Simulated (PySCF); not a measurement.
Correlation energy of Ni⁺ (nickel, charge +1)

[Ar] 3d8 4s1, high-spin 4F determinant (an excited configuration). All numbers are calculated (PySCF 2.14, the spin-free X2C one-electron Hamiltonian (Gaussian nucleus), in x2c-TZVPPall (6s5p4d2f1g, 64 functions)). Frozen: [Ne]; 17 electrons correlated.

```tsv
level	correlation energy (mhartree)
CCSD	-581.35
(T)	-11.27
CCSD(T)	-592.62
```

Diagnostics: T1 = 0.011, D1 = 0.0332, largest double amplitude 0.019.

Cost of the coupled-cluster step: about 40 core-seconds, for 17 correlated electrons.

Iterations:

```
CC2 = 0
CCSD nocc = (np.int64(10), np.int64(7)), nmo = (59, 59)
frozen orbitals [[0, 1, 2, 3, 4], [0, 1, 2, 3, 4]]
max_cycle = 100
direct = 0
conv_tol = 1e-08
conv_tol_normt = 1e-06
diis_space = 8
diis_start_cycle = 0
Init t2, MP2 energy = -0.613567248252074
Init E_corr(UCCSD) = -0.613567248253483
cycle = 1  E_corr(UCCSD) = -0.562602793820538  dE = 0.0509644544  norm(t1,t2) = 0.0849517
cycle = 2  E_corr(UCCSD) = -0.584510799824337  dE = -0.021908006  norm(t1,t2) = 0.0325927
cycle = 3  E_corr(UCCSD) = -0.580936112386841  dE = 0.00357468744  norm(t1,t2) = 0.0181144
cycle = 4  E_corr(UCCSD) = -0.581048282537941  dE = -0.000112170151  norm(t1,t2) = 0.00374379
cycle = 5  E_corr(UCCSD) = -0.581362666005824  dE = -0.000314383468  norm(t1,t2) = 0.00107228
cycle = 6  E_corr(UCCSD) = -0.581368910178359  dE = -6.24417253e-06  norm(t1,t2) = 0.000367341
cycle = 7  E_corr(UCCSD) = -0.581342732725386  dE = 2.6177453e-05  norm(t1,t2) = 0.000122145
cycle = 8  E_corr(UCCSD) = -0.581352398087312  dE = -9.66536193e-06  norm(t1,t2) = 3.48725e-05
cycle = 9  E_corr(UCCSD) = -0.581353343281427  dE = -9.45194115e-07  norm(t1,t2) = 8.47144e-06
cycle = 10  E_corr(UCCSD) = -0.581352794950551  dE = 5.48330876e-07  norm(t1,t2) = 3.33295e-06
cycle = 11  E_corr(UCCSD) = -0.581352745123163  dE = 4.98273883e-08  norm(t1,t2) = 1.04136e-06
cycle = 12  E_corr(UCCSD) = -0.581352753345068  dE = -8.22190505e-09  norm(t1,t2) = 2.1215e-07
UCCSD converged
E(UCCSD) = -1519.408537247721  E_corr = -0.5813527533450676
UCCSD(T) correction = -0.0112718006271159
```

This basis was not built for core-valence correlation, so the inner-shell part is incomplete.
